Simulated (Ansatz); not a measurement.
## H2Si2Sn: where a starting geometry ends

The starting geometry of this gas-phase singlet was optimised with GFN2-xTB.

```yaml
atoms:
  - { symbol: Si, position_ang: [0.6708, 1.0393, 0.3056] }
  - { symbol: Si, position_ang: [-0.2802, -0.9664, 0.7919] }
  - { symbol: Sn, position_ang: [-0.9943, -1.1603, -1.4530] }
  - { symbol: H, position_ang: [-0.0383, -1.2245, 2.2173] }
  - { symbol: H, position_ang: [0.3977, 1.2630, -1.1651] }
```

Task: Predict what it relaxes into with PBE0-D3(BJ)/def2-SVP.

Result: A new bond forms, giving a structure with H5 bridging Sn3 and Si1, given below by its coordinates. Contacts that close: Sn3–H5 (2.81 → 2.04 Å).

The energy falls by 0.39 eV over 8 steps:

```tsv
step	E − E(last) (eV)
1	0.385
2	0.173
3	0.067
4	0.031
5	0.001
6	0.000
7	0.000
8	0.000
```

Final geometry (Å):

```xyz
5

Si    0.7210    1.1571    0.2508
Si   -0.1589   -0.7969    0.9085
Sn   -0.8328   -0.8653   -1.4511
H    -0.1479   -1.4442    2.2485
H     0.1744    0.9003   -1.2601
```

Frequencies at the end are all real (lowest 175 cm⁻¹). Atoms past krypton carry core potentials, without spin–orbit terms. Run with Ansatz 0.2.0, 45 s on 1 thread of Intel(R) Xeon(R) Processor @ 2.50GHz (Skylake/Cascade Lake), with other jobs on the host.
